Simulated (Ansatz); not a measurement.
`C=C(S)C[SeH]` and `C=[C](S)[GeH3]` differ in one atom or group.

Ansatz, PBE0-D4/def2-TZVP geometries, multiplicity 1. Each molecule was computed in one conformer, which needn't be the lowest.

Scalar relativity is left out up to krypton.

```csv
property,`C=C(S)C[SeH]`
HOMO energy (B3LYP/def2-TZVPP) / eV,-6.40
HOMO–LUMO gap (PBE0/def2-TZVPP) / eV,6.03
HOMO–LUMO gap (B3LYP/def2-TZVPP) / eV,5.59
HOMO energy (PBE0/def2-TZVPP) / eV,-6.62
size of the dipole moment (B3LYP/def2-TZVPP) / D,1.45
LUMO energy (PBE0/def2-TZVPP) / eV,-0.60
```

**Question.** Give the same properties after the change, and the shifts. (Estimate.)

**Answer.** Computed: 
```
                                        property  `C=[C](S)[GeH3]`  shift
             HOMO energy (B3LYP/def2-TZVPP) / eV             -6.44  -0.04
            HOMO–LUMO gap (PBE0/def2-TZVPP) / eV              6.23   0.20
           HOMO–LUMO gap (B3LYP/def2-TZVPP) / eV              5.80   0.21
              HOMO energy (PBE0/def2-TZVPP) / eV             -6.66  -0.04
size of the dipole moment (B3LYP/def2-TZVPP) / D              0.79  -0.66
              LUMO energy (PBE0/def2-TZVPP) / eV             -0.43   0.17
```

Dipoles are sizes alone; their direction can turn.

B3LYP here is the variant with VWN-RPA as its local correlation; programs differ in this.

Spin–orbit coupling is left out; it splits and shifts lone-pair levels of the heavy atoms by tenths of an eV.
